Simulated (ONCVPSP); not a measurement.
## Potentials for cadmium compared

Generated with ld1.x 7.5 (TM, RRKJ, ultrasoft, PAW), atompaw 4.2 or ONCVPSP 4.0.1. The cutoff is in Ry: for ld1.x and atompaw files where the sum of valence levels is converged to 10 mRy in a Bessel basis, for ONCV files where the hardest occupied wave has 1 mHa per electron of residual kinetic energy. The error is the largest all-electron minus pseudo excitation energy over each file’s own four to seven test configurations (ionisations up to +4, promotions, holes and added fractions of an electron), all of which were solved. The labels leave out finer settings (local radius, basis sizes, second energies), which also bear on the numbers. Spin-polarised tests are not counted. The rows are a selection from randomly drawn settings: files with unsolved tests, undetermined cutoffs or missed reference levels are left out.

| potential | cutoff (Ry) | largest error (meV) | bound ghosts |
| --- | --- | --- | --- |
| ONCV, BLYP, scalar-relativistic, rc 1.50/1.20/1.10 (spd), local d, core correction no, reference 4s2 4p6 4d10 5s1.5, qcut 9.3/14.2/10.4, projectors 3/2/0 | 134 | -27 | none |
| ONCV, PBE, scalar-relativistic, rc 1.45/1.60/1.35 (spd), local smoothed, core correction no, reference 4s2 4p6 4d10 5s2, qcut 7.4/7.1/10.9, projectors 3/2/2 | 76 | -11 | none |
| ONCV, PBEsol, scalar-relativistic, rc 1.35/1.55/1.30 (spd), local smoothed, core correction yes, reference 4s2 4p6 4d10 5s2, qcut 9.2/10.3/6.6, projectors 2/2/2 | 149 | -17 | none |
| ONCV, PBEsol, scalar-relativistic, rc 1.45/1.25/1.35 (spd), local smoothed, core correction yes, reference 4s2 4p6 4d10 5s2, qcut 8.4/9.2/10.9, projectors 2/2/2 | 76 | -61 | none |
| ONCV, PBE, scalar-relativistic, rc 1.25/1.00/1.80 (spd), local smoothed, core correction no, reference 4s2 4p6 4d10 5s2, qcut 11.5/8.2/9.1, projectors 2/2/2 | 244 | +20 | none |
| ONCV, PBEsol, scalar-relativistic, rc 1.40/1.50/1.35 (spd), local smoothed, core correction yes, reference 4s2 4p6 4d10 5s2, qcut 11/9.5/12.4, projectors 2/2/1 | 81 | -7.7 | none |

Task: Fill in the row for Cd: ONCV, PBE, scalar-relativistic, rc 1.65/1.85/1.40 (spd), local d, core correction yes, reference 4s2 4p6 4d10 5s1.5 5p0.5, qcut 7.5/8.8/11.7, projectors 2/2/0.

Result: cutoff 79 Ry, largest error -7.9 meV, bound ghosts: none.

Task: Fill in the row for Cd: ONCV, PBE, fully relativistic, rc 1.35/1.50/1.35/1.20 (spdf), local smoothed, core correction yes, reference 4s2 4p6 4d10 5s1, qcut 11/11.1/9.1/10.1, projectors 2/2/2/2.

Result: cutoff 78 Ry, largest error +0.7 meV, bound ghosts: none.
